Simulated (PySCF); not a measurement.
Computed shifts of a molecule C5H7F, PySCF with KT2/pcSseg-1, GIAO, gas phase, atoms alike by connectivity averaged where their shifts nearly agree, in ppm (number of nuclei): ¹⁹F: -158.1 (1). ¹³C: 151.5 (1), 116.3 (1), 11.8 (1), 11.8 (2). ¹H: 7.13 (1), 4.08 (1), 2.06 (1), 1.13 (2), 0.53 (2). References: ¹⁹F against CFCl3 (σ = 127.1 ppm); ¹³C against TMS (σ = 185.1 ppm); ¹H against TMS (σ = 31.47 ppm), references at their B3LYP-D3(BJ)/def2-TZVP geometries, non-relativistic. Geometry: B3LYP-D3(BJ)/def2-SVP. One conformer was computed; it need not be the lowest.

Problem. Which molecule gave these data?
A. F/C=C\C1CC1
B. C/C=C/C=C\F
C. CC=C=C(C)F
D. C=CC1(F)CC1

Solution. A, F/C=C\C1CC1
